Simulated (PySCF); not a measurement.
An element was calculated at PBE (PySCF 2.14, spin-free X2C, a triple-zeta basis, no spin-orbit coupling), in the ground configurations that NIST lists.

| Property | Result |
| --- | --- |
| electron affinity | 1.379 eV |
| first ionisation energy | 8.383 eV |
| second ionisation energy | 20.946 eV |
| third ionisation energy | 37.378 eV |
| polarisability of the atom | 40.5 bohr³ |

Q: Which element is it?

A: Copper (Cu, Z = 29), in aug-cc-pVTZ-DK. NIST lists 7.726, 20.292, 36.841 ± 0.012 eV for these ionisation energies.
